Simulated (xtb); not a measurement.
xtb input:

```bash
xtb mol.xyz --gfn 1 --sp --chrg 1 --uhf 0
```
mol.xyz:
```
15

Si    -0.09098355     0.53683524    -0.85543073
N     -1.51337229     0.71583745     0.01395871
Si    -2.70584079    -0.53767568     0.42245414
O      1.18614990     0.15523174     0.39774163
Si     2.86700450    -0.37446457     0.17485949
H     -0.00004396    -0.67238036    -1.67567088
H      0.43822000     1.76942092    -1.44526822
H     -1.78842702     1.66748469     0.23113026
H     -3.96411513    -0.27910852    -0.29726051
H     -2.06369386    -1.79313503    -0.01674084
H     -2.91339252    -0.52994636     1.88252472
H      3.66048266     0.58276468     0.95348967
H      2.99381816    -0.24777961    -1.28142789
H      2.90491365    -1.75168366     0.67887838
H      0.85412251     0.25591723     1.30434045
```

What final total energy does it print?

-18.60398 Eh (GFN1-xTB).

It need not be the lowest isomer of its formula.
